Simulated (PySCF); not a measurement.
## Relaxation of singlet IrH₅

Computed with PBE0 in PySCF with Ir def2-TZVP with ECP60, H def2-TZVP; scalar-relativistic core potentials, no spin–orbit coupling; density-fitted integrals. A (50,194) grid was used.

A start at or just off a symmetric point, pushed along the force that breaks its symmetry, of C2v symmetry, free to break it:

```xyz
6
charge 0 multiplicity 1, angstrom
Ir    0.0000    0.0000    0.0023
H     0.0000    0.0000    1.5416
H     1.5453    0.0500   -0.4940
H     0.0500    1.5453   -0.4940
H    -1.5453   -0.0500   -0.4940
H    -0.0500   -1.5453   -0.4940
```

(1) What does it relax to?

(2) How much energy is released, and in how many steps?

## Answers

(1) It ends at C2v with H–H 0.878 Å (×2), Ir–H 1.529 Å, Ir–H 1.695 Å (×4); H–H–Ir 75.0° (×4), H–Ir–H 30.0° (×2), H–Ir–H 88.6° (×4), H–Ir–H 149.8° (×2), H–Ir–H 177.2° (×2). A frequency run shows 2 imaginary modes, down to 860i cm⁻¹, so it is a higher-order saddle point.

(2) 215.3 kJ/mol in 11 steps.

Stability towards spin polarisation was not tested. With an element this heavy the missing spin–orbit coupling can shift these numbers.
